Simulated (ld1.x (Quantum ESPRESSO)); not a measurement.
# Logarithmic derivatives: Ti (Z = 22), TM

Ti, norm-conserving Troullier–Martins (Kleinman–Bylander form), made with ld1.x (Quantum ESPRESSO) 7.5 (PBE, fully relativistic). Core [Ne] 3s2, reference 3p6 3d2 4s1 4p0 (charge +1). Waves: 3p (bound): rc 1.50 bohr; 3d (bound): rc 1.10 bohr; 4s (bound): rc 2.55 bohr. Local part: the s channel. Core correction: a·sin(br)/r model core inside 1.10 bohr.

Open shells are filled in proportion to 2j + 1 (rel_dist='average').

The phase is arctan(r·u′/u) with u = r·R(r), unwrapped; energies in Ry, scanned from -5 to 5 Ry. A pole is an energy at which the radial function vanishes at the test radius. The pseudo phase is shifted by a multiple of π to meet the all-electron one at the reference energy, and phase errors are pseudo minus all-electron; the curves can meet again beyond the range given. Levels narrower than the energy grid can be missing from the lists of poles.

**Question.** For each channel, where are the poles, and over which energies does the pseudopotential scatter like the atom?

**Answer.**

```
channel  radius (bohr)  reference energy (Ry)  poles, all-electron  poles, pseudo  unbroken range about the reference energy with phases within 0.05 rad  phase error 1 Ry above the reference energy (rad)
      s           2.76                  -0.76                 1.36           1.13                                                              below 1.7                                             -0.015
   p1/2           2.76                  -3.42          -3.38, 2.20    -3.38, 4.04                                                             below -1.4                                             +0.014
   p3/2           2.76                  -3.38          -3.34, 2.23    -3.33, 4.07                                                             below -1.4                                             +0.015
   d3/2           2.76                  -0.84          -0.62, 3.57          -0.61                                                             below -0.1                                             +0.079
   d5/2           2.76                  -0.83          -0.62, 3.57          -0.60                                                             below -0.1                                             +0.079
```

Phases in the d3/2 channel:

```tsv
E (Ry)	all-electron	pseudo
-5.00	1.401	1.402
-4.74	1.395	1.397
-4.48	1.390	1.391
-4.22	1.383	1.385
-3.96	1.377	1.378
-3.70	1.369	1.371
-3.44	1.360	1.362
-3.18	1.349	1.353
-2.92	1.337	1.341
-2.66	1.322	1.327
-2.40	1.304	1.310
-2.14	1.281	1.288
-1.88	1.248	1.258
-1.62	1.198	1.210
-1.36	1.100	1.118
-1.10	0.785	0.816
-0.84	-1.027	-1.026
-0.58	-1.612	-1.597
-0.32	-1.763	-1.732
-0.06	-1.860	-1.808
0.20	-1.958	-1.873
0.46	-2.090	-1.943
0.72	-2.306	-2.030
0.98	-2.718	-2.150
1.24	-3.392	-2.337
1.50	-3.954	-2.645
1.76	-4.250	-3.120
2.02	-4.408	-3.632
2.28	-4.504	-3.991
2.54	-4.570	-4.206
2.80	-4.617	-4.339
3.06	-4.655	-4.427
3.32	-4.686	-4.489
3.58	-4.714	-4.536
3.84	-4.739	-4.572
4.10	-4.763	-4.601
4.36	-4.787	-4.625
4.62	-4.813	-4.646
4.88	-4.841	-4.664
```
